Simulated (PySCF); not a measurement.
**ReH at ROHF-SCS-MP2**

Computed with ROHF-SCS-MP2; Re def2-TZVPP with ECP60, H def2-TZVPP; scalar-relativistic core potentials (PySCF 2.14).

```json
{"state": "⁵Σ⁺ (quintet), unpaired electrons π ↑↑, δ ↑↑", "bond length": "1.612 Å", "harmonic wavenumber": "2230 cm⁻¹", "force constant": "2.94 mdyn/Å", "rotational constant Be": "6.475 cm⁻¹", "anharmonicity ωexe": "28.3 cm⁻¹", "vibration–rotation constant αe": "0.143 cm⁻¹"}
```

Correlated steps freeze no core orbitals. Spin–orbit coupling is left out, which matters for elements this heavy, above all for dissociation energies. The state is the lowest single determinant that the PBE0 search found; with open d or f shells the true ground state can be another one.
